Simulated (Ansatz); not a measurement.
Cartesian coordinates in Å:
```
O -0.861 -2.024 0.824
In 0.397 -0.478 0.856
O 0.045 1.027 2.114
O 2.235 -0.715 0.124
As -0.680 0.821 -1.467
H -1.513 -1.968 1.527
H 0.854 1.481 2.361
H 2.413 -1.630 -0.103
H -0.056 2.096 -1.978
H -2.110 1.298 -1.471
H -0.723 0.093 -2.787
```

The species carries charge 0 and has multiplicity 1. In takes the def2 core potential.

**Question.** List the PBE/def2-TZVPP orbital energies in eV (Ansatz 0.2.0). (Estimate.)

**Answer.** Computed: Occupied: -11542.06, -1448.76, -1295.88, -1295.88, -1295.85, -509.37, -509.37, -509.37, -184.32, -132.71, -132.71, -132.60, -121.40, -79.14, -78.90, -78.90, -42.21, -42.21, -42.12, -42.12, -42.08, -23.56, -23.46, -23.46, -18.36, -18.28, -18.28, -18.08, -18.08, -16.94, -11.56, -10.50, -10.50, -10.16, -10.16, -8.59, -7.91, -7.00, -7.00, -6.46, -6.33, -6.33. Lowest empty: -2.00, -1.09, -1.09, -0.65, 0.30, 0.30, 0.69, 1.83.
